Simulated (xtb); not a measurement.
Zn(Et)(OH) (C2H6OZn), SMILES C[CH2][Zn][OH]. All values are semi-empirical tight-binding results from xtb (GFN2-xTB unless named), good for trends rather than for accurate numbers. Geometry: GFN2-xTB. The isomer is the one that the SMILES or the coordinates give; other isomers of the formula were not compared. Other conformers were not sampled.

For metal compounds this method's bond lengths and energies can be far off.

The orbital gap is 4.07 eV, the zero-point energy is 47.0 kcal/mol and the G − E(el) at 298.15 K (modified RRHO) is 27.4 kcal/mol.
